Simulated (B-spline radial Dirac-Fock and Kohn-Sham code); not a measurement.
## Dipole and non-dipole photoemission parameters of Yb²⁺ 3p1/2

System: Yb²⁺, configuration [Xe] 4f14; threshold 2176.5 eV (orbital energy of the model). Model: Dirac-Hartree-Slater photoionisation with a Latter tail; cross sections with all multipoles, angular parameters from the dipole term and its interference with E2. Program: a radial atomic solver.

The run's input, task.json:

```json
{"items": [{
  "Z": 70,
  "q": 2,
  "cfg": [[1, 0, 2], [2, 0, 2], [2, 1, 6], [3, 0, 2], [3, 1, 6], [3, 2, 10], [4, 0, 2], [4, 1, 6], [4, 2, 10], [4, 3, 14], [5, 0, 2], [5, 1, 6]],
  "A": 174,
  "rrms": 5.3108,
  "do": "xps",
  "hv": [54.8, 80, 97.1, 100, 102.0, 119.0, 150, 223.0, 272.0, 331.0, 336.0, 400, 476.0, 534.0, 632.0, 695.0, 759.0, 765.0, 890.0, 977.0, 1486.9, 1960.0, 3020.0, 3690.0, 4000, 6000, 7060.0, 8047.8, 8510.0, 9390.0]
}]}
```

Command: `python xray2_run.py task.json out`

For linearly polarised light dσ/dΩ = σ/(4π) [1 + β P₂(cos θ) + (δ + γ cos²θ) sin θ cos φ], with θ from the polarisation vector and φ the angle between the beam and the projection of the electron momentum on the plane normal to the polarisation.

```tsv
hν (eV)	σ (kb)	β	γ	δ
3020	36.2	1.415	0.270	0.031
3690	?	?	?	?
4000	23.2	1.563	0.008	0.004
6000	10.8	1.596	0.107	0.002
7060	7.72	1.585	0.252	0.005
8047.8	5.82	1.568	0.399	0.009
8510	5.14	1.560	0.468	0.011
9390	4.11	1.543	0.598	0.016
```

Problem. Give the values at 3690 eV.

Solution. σ = 26.5 kb, β = 1.537, γ = 0.051, δ = 0.007.

Values without a named source are computed, but for edge energies of neutral atoms, which are taken from tables.
